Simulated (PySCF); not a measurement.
disilazane (H$_{7}$NSi$_{2}$), singlet, geometry from GFN2-xTB. Base run: PySCF with PBE/6-31G.

The PySCF input:
```python
from pyscf import gto, scf, dft

mol = gto.M(
    atom='''
Si    1.49303295   -0.29467355    0.37775681
N     0.07177708   -0.11245754   -0.59500001
Si   -1.52266963    0.35803387   -0.10940318
H     2.60085977   -0.44841929   -0.56612732
H     1.61644865    0.91435503    1.18804151
H     1.41022821   -1.47096761    1.25316965
H     0.11743383   -0.57014488   -1.49085173
H    -2.18929653   -0.69189990    0.67169837
H    -2.25767966    0.60314487   -1.35098125
H    -1.38552039    1.56409001    0.70310006
''',
    basis='6-31g',
    verbose=4,
    symmetry=True,
)

mf = dft.RKS(mol)
mf.xc = 'pbe'
mf.kernel()
mf.analyze()
```

Variants of this job, named by their change:

```csv
change,ΔE vs base (eV),point group used,SCF cycles,outcome
base,0.00,Cs,9,converged
irrep_nelec = A':26 A":16,-,-,50,not converged
irrep_nelec = A':22 A":20,15.89,Cs,12,converged
symmetry = off,0.00,C1,9,converged
```
